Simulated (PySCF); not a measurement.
B(F)(OH)(SeH) (BFH2OSe), SMILES OB(F)[SeH]. Atoms are numbered in the order given.

```xyz
6

B     -0.0109    -0.9566     0.0000
F     -1.1888    -1.5897     0.0000
O      1.1470    -1.6506     0.0000
H      1.0004    -2.6075     0.0000
Se    -0.0254     0.9948     0.0000
H      1.4413     1.0786     0.0000
```
Charge 0, spin multiplicity 1.

The structure is a stationary point at r2SCAN-D4/def2-SVP. Other conformers were not sampled.

Computed with B3LYP/def2-TZVPD (PySCF).

Mulliken values depend strongly on the basis, most of all with diffuse functions as here. ESP charges are fitted to the potential on shells at 1.4 to 2.0 van der Waals radii. Atomic charges (e):

```csv
atom,meta-Löwdin,ESP fit,Mulliken
B1,0.44,0.38,0.50
F2,-0.31,-0.19,-0.28
O3,-0.51,-0.58,-0.39
H4,0.36,0.43,0.31
Se5,-0.04,-0.19,-0.26
H6,0.07,0.15,0.11
```
